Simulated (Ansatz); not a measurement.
Computed with Ansatz on PBE0-D4/def2-TZVP structures; ΔE is electronic, products minus reactants. CBS: MP2 limit from def2 TZ/QZ plus the TZ coupled-cluster correction, frozen cores. This one scheme is used for every species, atoms too. Functionals use def2-TZVPP. No spin–orbit coupling; open shells (•) take unrestricted orbitals. Spin–orbit coupling would lower the free atoms: a little for B, O, Si. Each species was taken in one conformer, which may not be the lowest.

Reaction (atomization): `BO[SiH2]N` → B• + 6 H• + N• + O• + Si•

```tsv
level	ΔE (kJ/mol)
revPBE-D4	3554.5
r2SCAN0-D4	3564.3
BHLYP-D4	3547.1
HF/def2-SVP	2659.0
MP2/def2-SVP	3411.5
CCSD(T)/def2-SVP	3372.4
CCSD/def2-TZVPP	3478.1
MP2/def2-QZVPP	3630.9
```

Task: What does CCSD(T)/CBS give? (An estimate is asked.)

Result: Computed: +3621.6 kJ/mol. The listed levels differ from it by -67.1, -57.3, -74.5, -962.6, -210.1, -249.2, -143.5, 9.3 kJ/mol.

Largest T1 diagnostic among the species: 0.014.

At CCSD(T), def2-SVP lies −249.2 kJ/mol from the extrapolated value and def2-TZVPP −101.4 kJ/mol: correlation converges slowly with the basis, and small sets miss more of it in the bonded molecule than in its fragments. From BLYP to BHLYP (50 % exact exchange), in def2-TZVPP and without D4, ΔE moves by −57.1 kJ/mol: exact exchange takes away binding that semilocal exchange gives to molecules.

For atomizations the MP2-based limit and the directly extrapolated one differ by several kJ/mol either way, and by 10 to 25 for some Ge, Se and Sn compounds, so smaller differences from it don't rank the levels.
